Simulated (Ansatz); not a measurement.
Al₂P₂⁺. Charge 1, multiplicity 2. Geometry B3LYP-D4/def2-TZVP.

```tsv
atom	x (Å)	y (Å)	z (Å)
Al1	0.626	-1.109	1.793
Al2	-0.626	1.109	-1.793
P3	-0.980	0.097	0.402
P4	0.979	-0.096	-0.402
```

At HF/STO-3G, HF/6-31G the charge 1 doublet is spin-contaminated (final ⟨S²⟩ up to 1.69, 0.75 for a pure state). The structure comes from a short search, and lower isomers may exist.

Q: Estimate the α-spin orbital energies around the gap (eV) in Ansatz with HF/STO-3G, HF/6-31G, PBE-D4/def2-SVP, B97M-V/def2-TZVP, PBE0-D4/def2-SVP.

A: 
```tsv
orbital	HF/STO-3G	HF/6-31G	PBE-D4/def2-SVP	B97M-V/def2-TZVP	PBE0-D4/def2-SVP
HOMO−5	-17.76	-20.17	-15.60	-15.80	-17.06
HOMO−4	-12.76	-16.14	-12.48	-12.48	-13.36
HOMO−3	-12.73	-15.56	-12.28	-12.46	-13.35
HOMO−2	-11.28	-14.32	-11.85	-11.90	-12.86
HOMO−1	-10.91	-13.50	-10.93	-10.96	-11.90
HOMO	-8.81	-11.98	-10.17	-10.22	-11.06
LUMO	1.81	-6.23	-8.96	-8.76	-8.17
LUMO+1	3.35	-4.35	-7.65	-7.42	-6.92
LUMO+2	3.48	-3.45	-6.69	-6.47	-5.99
LUMO+3	4.86	-2.67	-6.39	-6.12	-5.58
LUMO+4	5.67	-1.89	-5.60	-5.22	-4.88
LUMO+5	7.03	-1.03	-5.09	-4.94	-4.18
β HOMO	-8.99	-13.05	-10.83	-10.89	-11.74
β LUMO	-1.07	-6.31	-9.30	-9.11	-8.73
```
